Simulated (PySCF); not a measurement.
## AlBHO2F3

AlBHO2F3 is a molecule drawn as a unit of a network glass or zeolite (built as: B3 Al, F ends, O bridges), neutral, singlet. The structure was relaxed in the gas phase by PBE0-D3(BJ)/def2-SVP. No frequency run checks that it is a minimum.

SMILES: FB1[O][Al-]([F])([F])[OH+]1

```
atom   x (Å)   y (Å)   z (Å)
  F1   1.392  -2.003  -0.136
  B2   0.709  -0.914   0.136
  O3   0.654  -0.156   1.211
 Al4  -0.500   1.016   0.500
  F5   0.102   2.461  -0.033
  F6  -2.081   0.960   0.984
  O7  -0.168  -0.359  -0.858
  H8  -0.286  -0.702  -1.750
```

Shieldings: GIAO PBE0/pcSseg-2. Shifts are against computed references at the same level: H TMS (σ 31.24 ppm). Core levels by delta-SCF with SCAN, pcX-2 on the ionised atom and pcseg-1 elsewhere, spin-free X2C (2p3/2 is the spin-free 2p value less a third of a first-order spin-orbit splitting); from the vacuum level, for chosen atoms.

Q: Give the NMR and core-level values of the distinct atoms.

A: 
```
atoms         bonded to  σ (ppm)  δ (ppm)  core level (eV)
   F1               1 B    318.1        -        1s 694.49
   B2         1 F + 2 O     84.7        -        1s 200.73
   O3        1 Al + 1 B    197.0        -        1s 539.06
  Al4         2 F + 2 O    514.4        -      2p3/2 82.41
   F5              1 Al    387.4        -                -
   F6              1 Al    387.2        -                -
   O7  1 Al + 1 B + 1 H    254.9        -        1s 541.82
   H8               1 O    26.75     4.50                -
```

Values are those of this one static structure; atoms that internal rotation interchanges would show their mean in an NMR spectrum.

Q: Which of O3, O7 holds its core electrons tightest, and by how much against the loosest?

A: O7 (bonded to 1 Al + 1 B + 1 H), by 2.76 eV over O3 (bonded to 1 Al + 1 B).

Q: By CAM-B3LYP/def2-SVPD (TDDFT singlets, Tamm-Dancoff triplets, ionisation by delta-SCF), where does absorption start, and what does vertical ionisation take?

A: The lowest singlet lies at 8.46 eV (f 0.002), the strongest of the first 6 at 9.06 eV (f 0.066), the lowest triplet at 8.21 eV; vertical ionisation takes 13.18 eV.
